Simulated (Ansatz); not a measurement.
Pulling on the Si1–H2 bond in CH4OSi (SMILES CO[SiH]) (multiplicity 1 held, fragments rigid). Energies count from the point at 1.549 Å.
Geometry at that point (charge 0, multiplicity 1):
```json
[
 {"atom": "Si", "x (Å)": "-0.4080", "y (Å)": "-0.6790", "z (Å)": "0.9181"},
 {"atom": "H", "x (Å)": "-1.3102", "y (Å)": "-1.1884", "z (Å)": "-0.2339"},
 {"atom": "O", "x (Å)": "0.4506", "y (Å)": "0.4193", "z (Å)": "0.0465"},
 {"atom": "C", "x (Å)": "0.3828", "y (Å)": "0.7821", "z (Å)": "-1.3262"},
 {"atom": "H", "x (Å)": "0.1532", "y (Å)": "1.8459", "z (Å)": "-1.4010"},
 {"atom": "H", "x (Å)": "1.3533", "y (Å)": "0.5993", "z (Å)": "-1.7897"},
 {"atom": "H", "x (Å)": "-0.3865", "y (Å)": "0.2027", "z (Å)": "-1.8435"}
]
```

Signs of static correlation in cc-pV(D+d)Z, with CASSCF(2,2), from Ansatz (a first-principles code) runs.

```json
[
 {"R (Å)": "1.240", "T1 of restricted CCSD": "0.017", "⟨S²⟩ of UHF": "0.175", "largest double amplitude of restricted CCSD": "0.096", "weight of the CASSCF reference in MRCISD": "0.884", "CASSCF natural occupations": "1.99 0.01"},
 {"R (Å)": "1.394", "T1 of restricted CCSD": "0.017", "⟨S²⟩ of UHF": "0.127", "largest double amplitude of restricted CCSD": "0.090", "weight of the CASSCF reference in MRCISD": "0.884", "CASSCF natural occupations": "1.99 0.01"},
 {"R (Å)": "1.549", "T1 of restricted CCSD": "0.017", "⟨S²⟩ of UHF": "0.076", "largest double amplitude of restricted CCSD": "0.083", "weight of the CASSCF reference in MRCISD": "0.884", "CASSCF natural occupations": "1.98 0.02"},
 {"R (Å)": "1.704", "T1 of restricted CCSD": "0.017", "⟨S²⟩ of UHF": "0.023", "largest double amplitude of restricted CCSD": "0.073", "weight of the CASSCF reference in MRCISD": "0.884", "CASSCF natural occupations": "1.97 0.03"},
 {"R (Å)": "1.859", "T1 of restricted CCSD": "0.018", "⟨S²⟩ of UHF": "0.000", "largest double amplitude of restricted CCSD": "0.079", "weight of the CASSCF reference in MRCISD": "0.884", "CASSCF natural occupations": "1.96 0.04"},
 {"R (Å)": "2.092", "T1 of restricted CCSD": "0.019", "⟨S²⟩ of UHF": "0.000", "largest double amplitude of restricted CCSD": "[?]", "weight of the CASSCF reference in MRCISD": "0.884", "CASSCF natural occupations": "1.93 0.07"},
 {"R (Å)": "2.324", "T1 of restricted CCSD": "0.022", "⟨S²⟩ of UHF": "0.290", "largest double amplitude of restricted CCSD": "0.170", "weight of the CASSCF reference in MRCISD": "0.884", "CASSCF natural occupations": "1.89 0.11"},
 {"R (Å)": "2.711", "T1 of restricted CCSD": "0.031", "⟨S²⟩ of UHF": "0.736", "largest double amplitude of restricted CCSD": "0.261", "weight of the CASSCF reference in MRCISD": "0.884", "CASSCF natural occupations": "1.79 0.21"},
 {"R (Å)": "3.099", "T1 of restricted CCSD": "0.047", "⟨S²⟩ of UHF": "0.908", "largest double amplitude of restricted CCSD": "0.375", "weight of the CASSCF reference in MRCISD": "0.883", "CASSCF natural occupations": "1.64 0.36"},
 {"R (Å)": "3.564", "T1 of restricted CCSD": "0.073", "⟨S²⟩ of UHF": "0.984", "largest double amplitude of restricted CCSD": "[?]", "weight of the CASSCF reference in MRCISD": "0.884", "CASSCF natural occupations": "1.42 0.58"},
 {"R (Å)": "4.183", "T1 of restricted CCSD": "0.105", "⟨S²⟩ of UHF": "1.013", "largest double amplitude of restricted CCSD": "0.827", "weight of the CASSCF reference in MRCISD": "0.884", "CASSCF natural occupations": "1.21 0.79"},
 {"R (Å)": "4.958", "T1 of restricted CCSD": "0.125", "⟨S²⟩ of UHF": "1.020", "largest double amplitude of restricted CCSD": "1.059", "weight of the CASSCF reference in MRCISD": "0.884", "CASSCF natural occupations": "1.07 0.93"}
]
```

Q: Some entries are withheld; supply them.

A: 
- 2.092, largest double amplitude of restricted CCSD: 0.120
- 3.564, largest double amplitude of restricted CCSD: 0.556

Doubts at one or more of the structures used: a restricted determinant that unrestricted orbitals would lower (R-CCSD(T)/cc-pV(D+d)Z); other coupled-cluster roots lie near (R-CCSD(T)/cc-pV(D+d)Z); T1 above 0.05 (R-CCSD(T)/cc-pV(D+d)Z, U-CCSD(T)/cc-pV(D+d)Z); a spin-contaminated determinant (U-CCSD(T)/cc-pV(D+d)Z).
